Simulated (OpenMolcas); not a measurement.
Dy3+ among 8 point charges of -0.5 e arranged as a square antiprism (D4d), with a polar angle of 52.7° against the regular 57.3°.

```yaml
Program: OpenMolcas 26.06
Method: CASSCF
Basis: ANO-RCC-VDZP [7s6p4d2f1g]
Scalar_Hamiltonian: DKH2, point nucleus
Active_space: 9 electrons in 7 orbitals (4f)
State_averaging: 2S+1 = 6 odd, 21 roots; 2S+1 = 4 odd, 115 roots kept (CI in the orbitals of an earlier block, 108 in the spin-orbit step); 2S+1 = 2 odd, 82 roots kept (CI in the orbitals of an earlier block, 40 in the spin-orbit step)
Spin-orbit_coupling: RASSI with atomic mean-field integrals over the reference wave functions
```

All point charges move together. At R = 2.34 Å the width of the lowest J multiplet is 172 cm-1, and at R = 2.61 Å it is 117 cm-1.

A third run gives 102 cm-1. What distance was it run at?

With a power law R^-n the two known points give n = -ln(117 / 172) / ln(2.61 / 2.34) = 3.53. Then R = 2.34 × (172 / 102)^(1/3.53) = 2.713 Å. The run was at 2.71 Å, so the estimate is off by +0.003 Å.

High states are left out of the spin-orbit mixing, which shifts the levels that they would mix with. This is an electrostatic model: the charges have no orbitals. An unlabelled pair can be two single states that coincide in this model. No measured value stands beside these numbers.
